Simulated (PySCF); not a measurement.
Exercise with solution: oscillator strength and radiative lifetime

Ga(OH)2(PH2) (GaH₄O₂P), SMILES [OH][Ga]([OH])[PH2].

Coordinates come from a ωB97X-D3(BJ)/def2-SVP optimisation. The structure was generated by enumeration; whether it is a known compound was not checked. One conformer was computed; it need not be the lowest.

TDDFT-CAM-B3LYP/def2-SVPD in PySCF 2.14.0 puts the first singlet state with f over 0.02 at 6.11 eV (vertical), with the transition dipole (-0.815, -0.224, 0.000) in atomic units.

Problem. Find the oscillator strength, the wavelength and the radiative lifetime that this transition would have in vacuum if emission retraced absorption.

Solution. 
|μ|² = 0.7144 au, so |μ| = 2.15 D. ΔE = 6.11/27.211 = 0.2245 hartree. f = (2/3) ΔE |μ|² = 0.107 (the program prints 0.107).
λ = 1239.84/6.11 = 203 nm; ν = 49280 cm⁻¹.
Einstein's coefficient A = 0.6670 ν² f s⁻¹ (ν in cm⁻¹) = 1.7e8 s⁻¹, so τ = 1/A = 5.8 ns. This state is S1. The figure is the radiative limit of this one transition; relaxation, internal conversion, crossing to triplets and a medium change what is measured.
